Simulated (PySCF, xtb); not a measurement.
SnCl3, SMILES [Cl][Sn-]([Cl])[Cl], charge -1.

Harmonic wavenumbers (cm⁻¹) from GFN2-xTB run with xtb at its own minimum, in rising order: 84, 84, 92, 241, 241, 280.

**Question.** What does PySCF with PBE-D3(BJ)/def2-SVPD give at its own minimum? (Estimate from the structure and the level; the computed values follow.)

**Answer.** 81, 81, 99, 254, 254, 279. Paired by order, the mean absolute difference is 7 cm⁻¹ and the zero-point energies are 1.5 and 1.5 kcal/mol.
